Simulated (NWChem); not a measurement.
Everything below was run with NWChem. System: Te (-1), charge -1, spin multiplicity 2. Its SCF solution wasn't tested for a lower state. Level: UMP2/def2-TZVPD with def2 effective core potentials on Te, 4 core orbitals frozen.

NWChem printed:

```
             Northwest Computational Chemistry Package (NWChem) 7.3.0
             --------------------------------------------------------

                                NWChem Input Module
                                -------------------

 Scaling coordinates for geometry "geometry" by  1.889725989
 (inverse scale =  0.529177249)

                             Geometry "geometry" -> ""
                             -------------------------

 Output coordinates in angstroms (scale by  1.889725989 to convert to a.u.)

  No.       Tag          Charge          X              Y              Z
 ---- ---------------- ---------- -------------- -------------- --------------
    1 Te                  52.0000     0.00000000     0.00000000     0.00000000

 Effective nuclear repulsion energy (a.u.)       0.0000000000

            Nuclear Dipole moment (a.u.)
            ----------------------------
        X                 Y               Z
 ---------------- ---------------- ----------------
     0.0000000000     0.0000000000     0.0000000000

      Symmetry information
      --------------------

 Group name             D2h
 Group number             26
 Group order               8
 No. of unique centers     1

      Symmetry unique atoms

     1


 Summary of "ao basis" -> "" (spherical)
 ------------------------------------------------------------------------------
       Tag                 Description            Shells   Functions and Types
 ---------------- ------------------------------  ------  ---------------------
 *                         def2-tzvpd                 on all atoms

 Summary of "ao basis" -> "ao basis" (spherical)
 ------------------------------------------------------------------------------
       Tag                 Description            Shells   Functions and Types
 ---------------- ------------------------------  ------  ---------------------
 Te                        def2-tzvpd               19       59   7s6p4d2f

                                 NWChem SCF Module
                                 -----------------

  ao basis        = "ao basis"
  functions       =    59
  atoms           =     1
  alpha electrons =    13
  beta  electrons =    12
  charge          =  -1.00
  wavefunction    = UHF
  use symmetry    = T
  symmetry adapt  = T

 Summary of "ao basis" -> "ao basis" (spherical)
 ------------------------------------------------------------------------------
       Tag                 Description            Shells   Functions and Types
 ---------------- ------------------------------  ------  ---------------------
 Te                        def2-tzvpd               19       59   7s6p4d2f

      Symmetry analysis of basis
      --------------------------

        ag         15
        au          2
        b1g         4
        b1u        10
        b2g         4
        b2u        10
        b3g         4
        b3u        10

 Forming initial guess at       0.1s

   Symmetry analysis of molecular orbitals - initial alpha
   -------------------------------------------------------

  Numbering of irreducible representations:

     1 ag          2 au          3 b1g         4 b1u         5 b2g
     6 b2u         7 b3g         8 b3u

  Orbital symmetries:

     1 ag          2 b3u         3 b2u         4 b1u         5 ag
     6 b1g         7 b2g         8 ag          9 b3g        10 ag
    11 b3u        12 b2u        13 b1u        14 b3u        15 b2u
    16 b1u        17 ag         18 ag         19 b2g        20 b1g
    21 b3g        22 ag         23 b3u

   Symmetry analysis of molecular orbitals - initial beta
   ------------------------------------------------------

  Numbering of irreducible representations:

     1 ag          2 au          3 b1g         4 b1u         5 b2g
     6 b2u         7 b3g         8 b3u

  Orbital symmetries:

     1 ag          2 b3u         3 b2u         4 b1u         5 ag
     6 b1g         7 b2g         8 ag          9 b3g        10 ag
    11 b2u        12 b1u        13 b3u        14 b2u        15 b1u
    16 b3u        17 ag         18 b3g        19 ag         20 b2g
    21 b1g        22 ag         23 b1u

 Starting SCF solution at       0.1s

 ----------------------------------------------
[...]
              MO Center= -4.3D-20,  1.0D-17,  2.1D-21, r^2= 2.3D+01
   Bfn.  Coefficient  Atom+Function         Bfn.  Coefficient  Atom+Function
  ----- ------------  ---------------      ----- ------------  ---------------
    24      1.360348  1 Te py                21     -0.859883  1 Te py
    15     -0.172001  1 Te py                18      0.170359  1 Te py

 Vector   15  Occ=0.000000D+00  E= 1.786391D-01  Symmetry=b1u
              MO Center= -3.9D-20,  3.2D-20, -3.4D-16, r^2= 2.3D+01
   Bfn.  Coefficient  Atom+Function         Bfn.  Coefficient  Atom+Function
  ----- ------------  ---------------      ----- ------------  ---------------
    25      1.360348  1 Te pz                22     -0.859883  1 Te pz
    16     -0.172001  1 Te pz                19      0.170359  1 Te pz

 center of mass
 --------------
 x =   0.00000000 y =   0.00000000 z =   0.00000000

 moments of inertia (a.u.)
 ------------------
           0.000000000000           0.000000000000           0.000000000000
           0.000000000000           0.000000000000           0.000000000000
           0.000000000000           0.000000000000           0.000000000000

  Mulliken analysis of the total density
  --------------------------------------

    Atom       Charge   Shell Charges
 -----------   ------   -------------------------------------------------------
    1 Te  24    25.00   0.28 -0.84  1.56  1.00  1.03  0.90  0.07 -0.51  6.47  1.06  2.28  1.49  0.21  9.08  0.89  0.03 -0.00  0.00  0.00

  Mulliken analysis of the alpha density
  --------------------------------------

    Atom       Charge   Shell Charges
 -----------   ------   -------------------------------------------------------
    1 Te  24    13.00   0.14 -0.42  0.78  0.50  0.51  0.46  0.03 -0.26  3.24  0.64  1.42  0.86  0.10  4.53  0.45  0.02 -0.00  0.00  0.00

   Mulliken analysis of the beta density
   -------------------------------------

    Atom       Charge   Shell Charges
 -----------   ------   -------------------------------------------------------
    1 Te  24    12.00   0.14 -0.42  0.78  0.50  0.52  0.44  0.04 -0.25  3.23  0.42  0.86  0.63  0.11  4.55  0.44  0.01  0.00  0.00  0.00

   Mulliken analysis of the spin density
   -------------------------------------

    Atom       Charge   Shell Charges
 -----------   ------   -------------------------------------------------------
    1 Te  24     1.00  -0.00  0.00 -0.00 -0.00 -0.01  0.02 -0.01 -0.01  0.01  0.22  0.55  0.23 -0.01 -0.02  0.01  0.00 -0.00  0.00  0.00

       Multipole analysis of the density wrt the origin
       ------------------------------------------------

     L   x y z        total         alpha         beta         nuclear
     -   - - -        -----         -----         ----         -------
     0   0 0 0     -1.000000    -13.000000    -12.000000     24.000000

     1   1 0 0     -0.000000     -0.000000      0.000000      0.000000
     1   0 1 0      0.000000      0.000000      0.000000      0.000000
     1   0 0 1     -0.000000     -0.000000     -0.000000      0.000000

     2   2 0 0    -23.574223    -14.718242     -8.855982      0.000000
     2   1 1 0      0.000000      0.000000      0.000000      0.000000
     2   1 0 1     -0.000000     -0.000000      0.000000      0.000000
     2   0 2 0    -28.302942    -14.669137    -13.633804      0.000000
     2   0 1 1     -0.000000     -0.000000      0.000000      0.000000
     2   0 0 2    -28.302942    -14.669137    -13.633804      0.000000

                   NWChem MP2 Semi-direct Energy/Gradient Module
                   ---------------------------------------------

  Basis functions       =     59
  Molecular orbitals    =     59
  Frozen core           =      4
  Frozen virtuals       =      0
  Active alpha occupied =      9
  Active beta occupied  =      8
  Active alpha virtual  =     46
  Active beta virtual   =     47
  Use MO symmetry       = T
  Use skeleton AO sym   = T

  AO/Fock/Back tols     =   1.0D-09  1.0D-09  1.0D-09

 GA uses MA = F    GA memory limited = T

 Available:
  local mem=  1.26D+08
 global mem=  1.44D+08
 local disk=  0.00D+00
  mp2_memr nvloc                    46
  nvloc new                    46
   1 passes of   9:        4194304                      27792                   2497477.
   1 passes of   9: M    126143034           G      144172238           F     121948730.

 Semi-direct pass number   1 of   1  for UHF alpha       at        1.0s
  vrange nnbf                  1770
  mp2_eaftype                    10  avail_ma_in_mb                  1099
 EAF : mp2_eaftype filesize          10    1248738.
  mp2_eaf for mointskh                     10
Node 0 wrote      5.9 Mb in      0.0 s     Agg I/O rate:  1062.1 Mb/s
 Done moints_semi at        2.6s
  mp2_eaftype                    10  avail_ma_in_mb                  1089
 EAF : mp2_eaftype filesize          10    1248738.
  mp2_eaf for kh                    10
 Done maket at        2.7s
 Done multipass loop at        2.7s

 GA uses MA = F    GA memory limited = T

 Available:
  local mem=  1.26D+08
 global mem=  1.44D+08
 local disk=  0.00D+00
  mp2_memr nvloc                    47
  nvloc new                    47
   1 passes of   8:        4194304                      25893                   2268793.
   1 passes of   8: M    126143034           G      144172238           F     121948730.

 Semi-direct pass number   1 of   1  for UHF beta        at        2.7s
  vrange nnbf                  1770
  mp2_eaftype                    10  avail_ma_in_mb                  1099
 EAF : mp2_eaftype filesize          10    1134396.
  mp2_eaf for mointskh                     10
Node 0 wrote      5.3 Mb in      0.0 s     Agg I/O rate:  1260.3 Mb/s
 Done moints_semi at        4.2s
  mp2_eaftype                    10  avail_ma_in_mb                  1089
 EAF : mp2_eaftype filesize          10    1134396.
  mp2_eaf for kh                    10
 Done maket at        4.3s
 Done multipass loop at        4.3s

          -------------------------------------------
          SCF energy                -267.044388668602
          Correlation energy          -0.440234167092
          Singlet pairs                0.000000000000
          Triplet pairs                0.000000000000
          Total MP2 energy          -267.484622835694
          -------------------------------------------

          ---------------------------------------------------
                    Spin Component Scaled (SCS) MP2
          Same spin pairs                     -0.161478142613
          Same spin scaling factor             0.333333333333
          Opposite spin pairs                 -0.278756024479
          Opposite spin scaling fact.          1.200000000000
          SCS-MP2 correlation energy          -0.388333276912
          Total SCS-MP2 energy              -267.432721945515
          ---------------------------------------------------

 -----------------------
 Performance information
 -----------------------

 Timer overhead =  2.76D-07 seconds/call

               Nr. of calls         CPU time (s)                 Wall time (s)                GFlops
             ---------------    -------------------     ------------------------------   -------------------
Name         Min   Avg   Max    Min     Avg     Max     Min     Avg     Max   Mx/calls   Min     Max     Sum
mp2: moin     2     2     2    3.1     3.1     3.1      3.1     3.1     3.1     1.6      0.0     0.0     0.0
mp2: make     2     2     2   0.17    0.17    0.17     0.17    0.17    0.17    8.63E-2   0.0     0.0     0.0
mp2: tota     1     1     1    3.4     3.4     3.4      3.4     3.4     3.4     3.4      0.0     0.0     0.0

 The average no. of pstat calls per process was 5.00D+00
 with a timing overhead of 1.38D-06s

 Task  times  cpu:        4.3s     wall:        4.3s

 Total times  cpu:        4.3s     wall:        4.3s
```

### Question
Write an NWChem input that would produce this output.

### Answer
Several could match; the one computed here: 
```
start mol
memory heap 200 mb stack 900 mb global 1100 mb
charge -1
geometry units angstroms nocenter noautoz
  Te     0.000000     0.000000     0.000000
  symmetry group D2h
end
basis spherical
  * library def2-tzvpd
end
ecp
  Te library def2-ecp
end
scf
  uhf
  nopen 1
  maxiter 100
  thresh 1e-7
  semidirect memsize 60000000 filesize 0
  # guess.movecs holds the orbitals of an unrestricted PBE0 run
  vectors input guess.movecs output mol.movecs
end
mp2
  freeze core 4
end
task mp2 energy
```
